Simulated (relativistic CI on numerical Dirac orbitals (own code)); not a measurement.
# Sensitivity of the levels of Au XLVI to α and to the nuclear radius

These numbers are calculated, not measured: Dirac-Coulomb-Breit CI, separate exchange-only KLI orbitals for each configuration, derivatives by finite differences, unscaled Slater integrals, QED left out (own radial code, finite nucleus).

Configurations in the expansion (outside the closed core [Ar] 3d10): 4s2.4p4, 4s.4p5, 4s2.4p3.4d, 4p6, 4s.4p4.4d, 4s2.4p3.4f, 4s.4p4.4f. Double excitations out of closed p, d and f shells are left out; levels of such configurations are missing from the list, as are those of other unlisted configurations, and high levels can miss mixing partners.

With x = (α/α₀)² − 1 an excitation energy changes as ω = ω₀ + qx; K = 2q/ω₀ is the relative enhancement. Terms are leading LS components, so labels can repeat. The field-shift factor is F = δν/δ⟨r²⟩ for the transition from the lowest level.

Lowest level 4s2.4p4 3P_2.

| Level | ω₀ (cm⁻¹) | q (cm⁻¹) | K | F (GHz/fm²) |
| --- | --- | --- | --- | --- |
| 4s2.4p4 1S_0 | 90087 | 4012 | 0.0891 | -0.756 |
| 4s2.4p4 3P_1 | 1061149 | 1.353e+06 | 2.55 | -272 |
| 4s2.4p4 1D_2 | 1102262 | 1.351e+06 | 2.45 | -272 |
| 4s2.4p3.4d 3D°_2 | 1393483 | 69140 | 0.0992 | 15.1 |
| 4s2.4p3.4d 3P°_0 | 1423364 | 68750 | 0.0966 | 26 |
| 4s2.4p3.4d 3D°_1 | 1424825 | 89480 | 0.126 | -28.1 |
| 4s2.4p3.4d 3F°_3 | 1428935 | 73310 | 0.103 | 24.9 |
| 4s2.4p3.4d 3F°_4 | 1634072 | 300400 | 0.368 | 31.4 |
| 4s2.4p3.4d 3D°_2 | 1658862 | 389500 | 0.47 | -210 |
| 4s2.4p3.4d 3D°_3 | 1770859 | 324900 | 0.367 | 24.7 |
| 4s2.4p3.4d 3D°_1 | 1804066 | 348400 | 0.386 | -49.6 |
| 4s.4p5 3P°_2 | 2031689 | 1.447e+06 | 1.42 | -3120 |
| 4s.4p5 1P°_1 | 2143211 | 1.482e+06 | 1.38 | -3000 |

At this charge energies of transitions that change n are usually good to better than 1 %, and those within a shell (Δn = 0) to a few per cent.
